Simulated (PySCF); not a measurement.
**Ionisation energy of Ag³⁷⁺ by level of theory**

Ag³⁷⁺ [Ne] → Ag³⁸⁺ [He] 2s2 2p5 [2p1/2^2 2p3/2^3, M_J = 3/2], as a difference of total energies. Computed with PySCF 2.14 in an even-tempered Gaussian basis (17 s from 17 bohr⁻², ratio 2.4; 12 p from 21 bohr⁻², ratio 2.4; 5 d from 83 bohr⁻², ratio 2.6; 4 f from 120 bohr⁻², ratio 2.6), with the two-component X2C-1e Hamiltonian. Correlated levels: nothing frozen; the 32 highest virtual spinors dropped. "Screened" scales the spin-orbit matrix elements by Boettger's factors to mimic the two-electron term; Breit and QED terms are absent.

| method | ionisation energy (eV) |
| --- | --- |
| GHF (spin-free) | 5612.4 |
| GMP2 (spin-free) | 5613.9 |
| GHF (screened spin-orbit) | 5554.5 |
| GMP2 (screened spin-orbit) | 5556.0 |

For this ion Breit and QED terms and the two-electron picture change, all absent here, outweigh the correlation shift from GHF to GMP2.

The spin-free rows lack the spin-orbit shift.

For comparison: 5558 ± 3 eV (semi-empirical (NIST evaluation); NIST Atomic Spectra Database, ionization energies).
